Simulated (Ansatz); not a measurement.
A structure relaxed at PBE0-D4/def2-SVPD in Ansatz, charge -1, singlet:

```xyz
7

N    -0.352   -0.141   -0.160
Al    0.566   -1.239    1.541
Al    1.086    1.194    0.932
Al    0.286   -1.827   -0.979
Al    1.273    0.517   -1.531
Al   -1.692    0.097    1.242
Al   -1.167    1.399   -1.043
```

Question: Give its formula and point group.

Answer: the cluster Al6N⁻. Point group Cs (tolerance 0.1 Å).

Question: Summarise the bond lengths by kind (pairs closer than 1.2 times the sum of covalent radii, bridged metal pairs left out).

Answer: 6 × Al–N 1.95 to 2.25 Å.

The restricted singlet is unstable towards broken spin symmetry in Hartree–Fock (as tested in another run); at PBE0-D4/def2-SVPD this wasn't settled. The structure comes from a short search, and lower isomers may exist.
